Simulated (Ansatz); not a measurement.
Program: Ansatz. Geometries: PBE0-D4/def2-TZVP. ΔE: electronic, gas phase. CBS: MP2 limit from def2 TZ/QZ plus the TZ coupled-cluster correction, frozen cores. This one scheme is used for every species. DFT in def2-TZVPP. One conformer a species, not always the lowest.

`FB(F)C[SiH3]` + CH₃OH → `OB(F)F` + `CC[SiH3]`  (formal exchange of groups at a B–C bond)

```json
{"species": "`FB(F)C[SiH3]`", "r2SCAN-D4 energy (Eh)": "-555.25368"}
{"species": "CH₃OH", "r2SCAN-D4 energy (Eh)": "-115.70611"}
{"species": "`OB(F)F`", "r2SCAN-D4 energy (Eh)": "-300.54544"}
{"species": "`CC[SiH3]`", "r2SCAN-D4 energy (Eh)": "-370.47285"}
```

(1) Work out ΔE.

Largest T1 diagnostic among the species: 0.012.

## Answers

(1) ΔE = (-300.54544) + (-370.47285) − (-555.25368) − (-115.70611) = -0.05850 Eh = -153.6 kJ/mol. CCSD(T)/CBS gives -154.8 kJ/mol.

From PBE to PBE0 (25 % exact exchange), in def2-TZVPP and without D4, ΔE moves by −4.6 kJ/mol.
